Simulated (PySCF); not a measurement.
# Computed properties of C4H2BrF, SMILES C#C/C(Br)=C\F

C4H2BrF, SMILES C#C/C(Br)=C\F. Geometry optimised at PBE0-D3(BJ)/def2-SVP. The structure was generated by enumeration; whether it is a known compound was not checked. The values are those of a single conformer. All values are computed for the isolated molecule unless a solvent is named; none is compared with measurement here.

**Structure.** The optimised structure has Cs symmetry. All 18 harmonic modes at PBE0-D3(BJ)/def2-SVP (PySCF) are real, so it is a minimum. With heavy atoms numbered as in [CH:1]#[C:2]/[C:3]([Br:4])=[CH:5]\[F:6], the shortest bond between them is C1–C2 at 1.213 Å and the longest C3–Br4 at 1.893 Å.

**Vibrations.** The strongest infrared lines (harmonic, unscaled, degenerate partners summed) lie at 1237 cm⁻¹ (126 km/mol, C 43 %, F 31 %, H 26 %), 1047 cm⁻¹ (100 km/mol, C 84 %), 3488 cm⁻¹ (91 km/mol, H 86 %, C 14 %). The softest mode is at 129 cm⁻¹ and the zero-point energy is 28.1 kcal/mol.

**Electronic structure.** M06-2X/def2-TZVP (PySCF) places the frontier levels at -8.27 and -0.46 eV, a gap of 7.81 eV, and gives a dipole moment of 0.16 D and a mean polarisability of 66.3 bohr³. PBE/def2-TZVP (PySCF) at the same geometry gives -6.01 and -2.21 eV, so its gap is 4.01 eV narrower. An orbital gap is neither the optical nor the fundamental gap.

**Excitations.** TDA-CAM-B3LYP/def2-SVPD (PySCF) has S1 at 4.82 eV (257 nm, f = 0.000, dark); the most intense of the 10 singlets computed lies at 5.62 eV (f = 0.18). T1 (TDA) is at 3.21 eV, 1.61 eV under S1. TDA-PBE/def2-SVPD (PySCF) puts S1 at 4.19 eV. No vertical singlet excitation falls in the visible range (under 3.1 eV).

**NMR.** GIAO shifts at PBE0/pcSseg-1 (PySCF) (non-relativistic, atoms alike by connectivity averaged): ¹³C from 78.7 to 169.0 ppm against TMS; ¹H from 4.1 to 7.5 ppm against TMS; ¹⁹F at -98.3 ppm against CFCl3. Without spin–orbit terms, shifts of atoms bonded to Cl or Br come out too high.
